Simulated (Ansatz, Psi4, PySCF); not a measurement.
Cl$_{5}$Sb (SMILES [Cl][Sb]([Cl])([Cl])([Cl])[Cl]), singlet, geometry from GFN2-xTB (all electrons, no relativity). Base run: PySCF with HF/STO-3G.

The PySCF input:
```python
from pyscf import gto, scf

mol = gto.M(
    atom='''
Sb   -0.00000000    0.00000000   -0.00000000
Cl    1.96949773   -0.36395964   -1.23270781
Cl    1.00843566   -1.01938883    1.91215478
Cl   -1.00843566    1.01938883   -1.91215478
Cl   -1.69224415   -1.63303023    0.02187406
Cl   -0.27725357    1.99698987    1.21083376
''',
    basis='sto-3g',
    verbose=4,
)

mf = scf.RHF(mol)
mf.kernel()
```

The same geometry, method and basis name were run in Ansatz (a first-principles code) and Psi4 and PySCF, at each program's defaults and at the settings that a row names. The base is PySCF at its defaults. Differences at the defaults can come from grids, fitting, cores and function types together.

| code and settings | ΔE vs base (µEh) | basis functions | E (Eh) | SCF cycles |
|---|---|---|---|---|
| PySCF, defaults (exact integrals, spherical functions) | 0.0 | 72 | -8524.43368 | 7 |
| Ansatz, defaults (factorised integrals, spherical functions) | 15.1 | 72 | -8524.43367 | - |
| Psi4, exact integrals, spherical functions | 0.0 | 72 | -8524.43368 | 8 |
| Ansatz, high accuracy | 0.0 | 72 | -8524.43368 | - |
